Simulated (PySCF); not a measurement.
CH₆FNOSi, singlet, at a GFN2-xTB geometry, atoms displaced at random by about 0.08 Å a coordinate.

The PySCF input:
```python
from pyscf import gto, scf, dft

mol = gto.Mole()
mol.atom = '''
    Si    0.354924   -0.299368    0.341675
    N     1.780012    0.421070    0.655116
    F     0.386150   -1.122837   -1.166736
    O    -0.722729    0.748609    0.220158
    C    -2.050515    1.048228   -0.067677
    H    -0.051547   -1.509961    1.148711
    H     2.752211   -0.137320    0.414737
    H     1.906143    1.220333    0.592581
    H    -2.419607    1.948558   -0.298521
    H    -2.673767    0.336865    0.839696
    H    -2.301811    0.253064   -1.079168
'''
mol.basis = 'sto-3g'
mol.charge = 0
mol.spin = 0
mol.verbose = 4
mol.build()

mf = dft.RKS(mol)
mf.xc = 'pbe'
mf.kernel()
g = mf.nuc_grad_method()
grad = g.kernel()
```

**Question.** Predict the HOMO energy from PBE/STO-3G, gradient (PySCF).

**Answer.** -1.41 eV

**Question.** What Mulliken (on the basis functions themselves) charges in atom order does PBE/STO-3G, gradient give?

**Answer.** Si1 0.99, N2 -0.67, F3 -0.25, O4 -0.41, C5 -0.08, H6 -0.16, H7 0.16, H8 0.25, H9 0.11, H10 0.04, H11 0.03

**Question.** Give the HOMO-LUMO gap at the level PBE/STO-3G, gradient.

**Answer.** 6.51 eV

**Question.** Estimate the dipole moment that PBE/STO-3G, gradient returns for this input.

**Answer.** 1.28 D

**Question.** Estimate the total energy that PBE/STO-3G, gradient returns for this input.

**Answer.** -15057.1075 eV

**Question.** What is the computed nuclear repulsion energy (PBE/STO-3G, gradient)?

**Answer.** 258.5857 Eh
